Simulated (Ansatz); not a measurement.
`[F][SnH2][I]` + H₂ → `[SnH3][I]` + H–F at 600 K and 1 bar (hydrogenolysis of the Sn–F bond).

Isolated molecules relaxed with PBE0-D4/def2-TZVP in Ansatz; ΔE leaves out vibrations. CBS: MP2 limit from def2 TZ/QZ plus the TZ coupled-cluster correction, frozen cores. This one scheme is used for every species. def2 core potentials past Kr. For I, Sn outer-core shells are correlated without core-valence functions, which leaves a few kJ/mol of doubt a bond.

| species | CCSD(T)/CBS energy (Eh) | H − E (kJ/mol) | S (J/(mol·K)) |
| --- | --- | --- | --- |
| `[F][SnH2][I]` | -612.52381 | 83.0 | 385.4 |
| H₂ | -1.17544 | 43.9 | 150.8 |
| `[SnH3][I]` | -513.29032 | 90.3 | 346.3 |
| H–F | -100.39570 | 42.3 | 194.0 |

H − E and S are ideal-gas, rigid-rotor, harmonic terms from PBE0-D4/def2-TZVP. The MP2-based limit puts H₂ 0.8 mEh under its directly extrapolated value; such offsets cancel only in part. 1 Eh = 2625.50 kJ/mol, R = 8.31446 J/(mol·K).

Q: By hand: ΔE, ΔH, ΔS and ΔG.

A: ΔE = (-513.29032) + (-100.39570) − (-612.52381) − (-1.17544) = 0.01323 Eh = 34.7 kJ/mol. Δ(H − E) = 90.3 + 42.3 − 83.0 − 43.9 = 5.7, so ΔH = 40.4 kJ/mol. ΔS = 346.3 + 194.0 − 385.4 − 150.8 = 4.1 J/(mol·K). ΔG = 40.4 − 600 × (4.1)/1000 = 37.9 kJ/mol.

Q: By hand: the equilibrium constant, and the temperature at which ΔG would vanish if ΔH and ΔS stayed fixed.

A: log₁₀ K = −ΔG/(RT ln 10) = -3.3. ΔG = 0 at ΔH/ΔS = 9854 K, far beyond where these terms or the molecules hold.

The number of gas molecules stays the same, so ΔS is small and ΔH decides. A doubt of 5 kJ/mol in ΔE shifts log₁₀ K by 0.4 here. These are equilibria of isolated gas molecules and say nothing of rates. Largest T1 diagnostic: 0.012 (customary marks: 0.02 for closed shells, 0.045 for open ones).
